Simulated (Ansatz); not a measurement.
This geometry of FHISi (4 atoms, charge 0, multiplicity 2) is a first-order saddle point.

Level of theory: UKS B3LYP-D4/def2-SVP (Ansatz).

```xyz
4
Properties=species:S:1:pos:R:3
F -1.232 -0.170 1.098
Si -0.125 0.139 -0.056
I 1.822 -1.279 -0.095
H -0.410 1.250 -0.967
```

(1) Which two structures does it join? (They come from a converged band through this point; their orientation in space is the band's.)

(2) How far does it lie above each of them?

Results:

(1) No bond is made or broken. The height of Si2 over the plane of its neighbours goes from 0.63 to -0.63 Å. The two ends are copies of one structure, up to a mirror image or an exchange of like atoms.

Initial state:

```xyz
4
Properties=species:S:1:pos:R:3
F -1.220 -0.143 1.041
Si -0.341 -0.256 -0.325
I 2.008 -0.754 0.247
H -0.391 1.092 -0.984
```

Final state:

```xyz
4
Properties=species:S:1:pos:R:3
F -1.218 -0.140 1.045
Si 0.137 0.393 0.316
I 1.435 -1.532 -0.523
H -0.298 1.219 -0.859
```

(2) 22.2 kcal/mol above the first and 22.2 kcal/mol above the second. This is the barrier of this one path; another mechanism may lie lower.

Run time: 3.6 min on 1 thread of Intel(R) Xeon(R) Platinum 8488C (Sapphire Rapids), on a shared host, peak memory 0.18 GiB.
